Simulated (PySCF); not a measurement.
Compound: C8H8S.
Geometry (GFN2-xTB, Å), atoms numbered from 1 in this order:
```xyz
17
C8H8S angstrom
C      2.659    0.077   -0.735
C      1.735    0.510    0.111
C      0.338    0.073    0.106
C      0.024   -1.260   -0.158
C     -1.277   -1.719   -0.115
C     -2.306   -0.846    0.201
C     -2.024    0.483    0.450
C     -0.716    0.946    0.397
S     -0.478    2.680    0.689
H      3.681    0.413   -0.678
H      2.426   -0.615   -1.526
H      2.004    1.223    0.882
H      0.831   -1.944   -0.374
H     -1.488   -2.758   -0.319
H     -3.326   -1.196    0.248
H     -2.816    1.179    0.684
H      0.726    2.767    0.129
```

Definitions: NICS(0) = −σiso at the ring centroid; NICS(1) = −σiso and NICS(1)zz = −σzz at ±1 Å along the ring normal z. Level: GIAO PBE0/pcSseg-1 (PySCF, non-relativistic, gas phase) on the GFN2-xTB geometry, one conformer.

Ring bond lengths (Å), with Mayer bond orders in brackets: C3–C4 1.394 (1.42), C4–C5 1.381 (1.46), C5–C6 1.386 (1.41), C6–C7 1.381 (1.46), C7–C8 1.388 (1.40), C8–C3 1.399 (1.29).

**Question.** Give the NICS values of each ring in ppm.

**Answer.** 
| ring | type | NICS(0) | NICS(1), two faces | NICS(1)zz, two faces | rms pucker (Å) | centre to ring atoms, mean (Å) |
| --- | --- | --- | --- | --- | --- | --- |
| C3–C4–C5–C6–C7–C8 | 6-membered carbocycle; formal bonds all aromatic | -7.9 | -10.5 / -10.4 | -25.8 / -25.2 | 0.01 | 1.39 |

**Question.** What do they say, and how far can they be read as aromaticity?

**Answer.** 
- C3–C4–C5–C6–C7–C8: mean NICS(1)zz -25.5 ppm, shielded, aromatic by this magnetic criterion (flat ring, no four-coordinate atom).

**Question.** And the bond-length index? Use HOMA with the parameters of Krygowski (1993).

**Answer.** 
- C3–C4–C5–C6–C7–C8: HOMA 0.99 = 1 − EN − GEO, with mean bond length 1.388 Å, EN = α(Ropt − mean)² = 0.000 and GEO = α × variance = 0.012. The geometric and the magnetic index point the same way.

**Question.** Give the inner angles of the rings and the Hirshfeld charges of the ring atoms.

**Answer.** 
- C3–C4–C5–C6–C7–C8: C3 117.7° (-0.011 e), C4 121.6° (-0.045 e), C5 119.8° (-0.054 e), C6 119.7° (-0.045 e), C7 120.4° (-0.061 e), C8 120.7° (-0.014 e); sum 720.0° against 720° for a flat convex ring.

**Question.** What are the shieldings of the ring atoms and their hydrogens in the same run (means over atoms taken as equivalent)?

**Answer.** 
```
atoms                  environment  σ isotropic (ppm)  principal values of the symmetric part, first atom (ppm)
   C3  substituted aromatic carbon               46.3                                        -42.6, 16.7, 164.7
   C4           aromatic CH carbon               53.1                                        -50.6, 42.8, 167.2
   C5           aromatic CH carbon               56.8                                        -50.5, 43.9, 177.0
   C6           aromatic CH carbon               53.0                                        -56.5, 39.8, 175.8
   C7           aromatic CH carbon               54.0                                        -50.7, 47.8, 165.0
   C8  substituted aromatic carbon               46.5                                        -41.1, 31.0, 149.5
  H13            aromatic hydrogen              24.06                                          19.9, 23.6, 28.7
  H14            aromatic hydrogen              24.37                                          21.0, 25.2, 27.0
  H15            aromatic hydrogen              24.23                                          20.9, 25.0, 26.8
  H16            aromatic hydrogen              24.17                                          19.7, 23.4, 29.4
```
